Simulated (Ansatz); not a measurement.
```yaml
crystal:
  periodic: [false, false, false]
  atoms:
    - {symbol: Cu, position_ang: [0.000785, -0.000716, 0.000655]}
    - {symbol: Br, position_ang: [-1.489444, -1.691862, -0.260368]}
    - {symbol: Br, position_ang: [1.488659, 1.692578, 0.259703]}
basis:
  gaussian: {orbitals: ANO-RCC-VTZP}
total_charge: -1
magnetization: {spin_polarized: true, initial_magnetization: 2}
hamiltonian: {xc: {name: revPBE}, dispersion: d4}
multiplicity: 3
output: {forces: true}
```

```sh
$ ansatz run in.yaml --threads 4 --pin off --events-out ev --progress --plain --max-ram 3916MiB
```

Shortened log:

```
Error: YAML parse error: error: line 12 column 1: unknown field `multiplicity`, expected one of crystal, accuracy, basis, kpoints, hamiltonian, magnetization, projection, total_charge, correlation, batch, efield, external_charges, scf, relax, neb, saddle, md, ramp, phonons, dielectric, real_time, elastic, magnetic_configurations, gw, evaluate, workflow, output, checkpoint, execution
10 | magnetization: {spin_polarized: true, initial_magnetization: 2}
11 | hamiltonian: {xc: {name: revPBE}, dispersion: d4}
12 | multiplicity: 3
13 | output: {forces: true}
```

Question: What is wrong with this run?

Answer: The input holds a key that doesn't belong there (the spin goes under magnetization). The program refused the input.
